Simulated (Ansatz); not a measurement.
Reaction (SMILES): [F][Ge]([F])[F] → 3 F atom + Ge atom
B3LYP-D3(BJ)/def2-TZVP geometries, fixed; electronic energies without zero-point terms.
Largest species:
```xyz
4

Ge     0.2273    -0.1978    -0.0141
F      0.7837     1.4450     0.0126
F     -0.8472    -0.3310    -1.3693
F     -0.7447    -0.4108     1.4068
```
Charge 0, spin multiplicity 2.

Energies in hartree at MP2 with Ansatz (a first-principles code); the atomisation energy is their sum with the coefficients shown, times 627.509 kcal/mol a hartree. All functions are spherical. Cores are frozen (with 3d on Ga to Br). Open shells are unrestricted. No added dispersion term, no relativity.

| species | coefficient | part | cc-pVDZ | cc-pVTZ | cc-pVQZ |
|---|---|---|---|---|---|
| [F][Ge]([F])[F] | -1 | Hartree-Fock | -2373.73220 | -2373.92454 | -2373.95884 |
| [F][Ge]([F])[F] | -1 | correlation | -0.64160 | -0.85496 | -0.93365 |
| F atom | +3 | Hartree-Fock | -99.37524 | -99.40552 | -99.41377 |
| F atom | +3 | correlation | -0.14060 | -0.19983 | -0.22144 |
| Ge atom | +1 | Hartree-Fock | -2075.29166 | -2075.36107 | -2075.36359 |
| Ge atom | +1 | correlation | -0.04017 | -0.05006 | -0.05352 |

Task: Predict the atomisation energy in cc-pV5Z (X = 5): let each Hartree-Fock step shrink by the ratio of the last two, and fit each correlation energy at X = 3 and 4 to E + A/X^3. Compare with the run.

Result: 
- [F][Ge]([F])[F]: steps -0.19234 and -0.03430, ratio 0.178, so Hartree-Fock -2373.96495 (run: -2373.96600); A = (-0.85496 - (-0.93365))/(1/27 - 1/64) = 3.6750, correlation -0.93365 - A/64 + A/125 = -0.96167 (run: -0.96754).
- F atom: steps -0.03028 and -0.00825, ratio 0.272, so Hartree-Fock -99.41601 (run: -99.41605); A = (-0.19983 - (-0.22144))/(1/27 - 1/64) = 1.0092, correlation -0.22144 - A/64 + A/125 = -0.22914 (run: -0.23068).
- Ge atom: steps -0.06941 and -0.00252, ratio 0.036, so Hartree-Fock -2075.36368 (run: -2075.36384); A = (-0.05006 - (-0.05352))/(1/27 - 1/64) = 0.1616, correlation -0.05352 - A/64 + A/125 = -0.05475 (run: -0.05524).
Predicted 359.40 kcal/mol; the run in cc-pV5Z gives 360.36, a miss of -0.96. Keeping the value in cc-pVQZ, 357.52, would miss by -2.84. All sums are of the energies as printed.
